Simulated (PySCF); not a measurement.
SrCl, optimised at GFN2-xTB:

```xyz
2

Sr     0.0021    -0.9087     0.8333
Cl    -0.0021     0.9087    -0.8333
```

Computed with PySCF (xtb for GFN2) and rigid-rotor harmonic-oscillator thermochemistry at 1 bar. Open shells (unrestricted): SrCl (multiplicity 2). GFN2 has no spin-polarisation term. Sr: scalar-relativistic def2 core potential, no spin-orbit coupling.

Q: List the harmonic frequencies (cm⁻¹, unscaled) at this level and at the other levels, each on its own geometry.

A: 
- GFN2-xTB: 235
- PBE/def2-SVP: 311
- PBE0/def2-TZVP: 298
